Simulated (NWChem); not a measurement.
**Atomisation of ClLi**

```xyz
2

Li     0.0000     0.0000    -1.7032
Cl     0.0000     0.0000     0.3006
```
Charge 0, spin multiplicity 1.

All runs are NWChem calculations. All single points use one geometry, from PBE0/def2-SVP, a minimum by its harmonic frequencies.

Basis set: def2-QZVP. The atomisation energy is electronic alone: no zero-point, thermal, spin-orbit or counterpoise terms. No value is extrapolated to the basis-set limit. Free atoms are single determinants with multiplicities Li 2, Cl 2. Correlated methods freeze the same cores in atoms and molecule, 5 orbitals in all.

B3LYP has NWChem's definition, with VWN1-RPA local correlation. The structure started from a generated list of species. The stability of the SCF solutions was not checked. Open-shell Hartree-Fock references start from PBE0 orbitals. Coupled-cluster values serve here as a point of comparison, not as the truth.

Task: One of these methods gave an atomisation energy of 111.4 kcal/mol. Which?
A. B3LYP
B. MP2
C. CCSD(T)
D. HF

Result: C, CCSD(T). The others give 109.4 (B3LYP), 113.8 (MP2), 83.5 (HF).
